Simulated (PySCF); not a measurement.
A structure optimised at B3LYP-D3(BJ)/def2-SVP, used in a PySCF frequency run:

```
B
F 1 1.3263
C 1 1.5708 2 121.06
F 3 1.3816 1 113.60 2 0.00
H 3 1.1088 4 109.88 1 122.55
H 3 1.1088 5 104.89 4 -118.04
C 1 1.5759 2 117.92 3 180.00
F 7 1.3903 1 111.47 2 180.00
H 7 1.1079 8 109.18 1 -122.24
H 7 1.1079 9 106.04 8 117.51
```

Write its SMILES, formula and point group.

FCB(F)CF, C₂H₄BF₃, Cs

What are its rotational constants (standard atomic weights)?

5.1980, 2.2044, 1.5783 GHz
